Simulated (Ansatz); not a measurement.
Job for Ansatz (a quantum-chemistry and plane-wave program): R-r2SCAN/def2-TZVPP on HITe (SMILES [TeH]I), atoms moved off the minimum. Elements past Kr take the def2 small-core potentials; no spin–orbit coupling.

Ansatz 0.2 input:
```yaml
crystal:
  periodic: [false, false, false]
  atoms:
    - {symbol: Te, position_ang: [0.37483550, 0.85541863, 0.90530602]}
    - {symbol: H, position_ang: [0.65802834, 2.08038388, -0.36575025]}
    - {symbol: I, position_ang: [-0.36783412, -1.04187327, -0.81085027]}
basis:
  gaussian:
    orbitals: def2-TZVPP
hamiltonian:
  xc: {name: r2SCAN}
scf: {lower_state_search: off}
output: {forces: true}
```

Q: Predict the final total energy.

A: -566.5673 hartree.
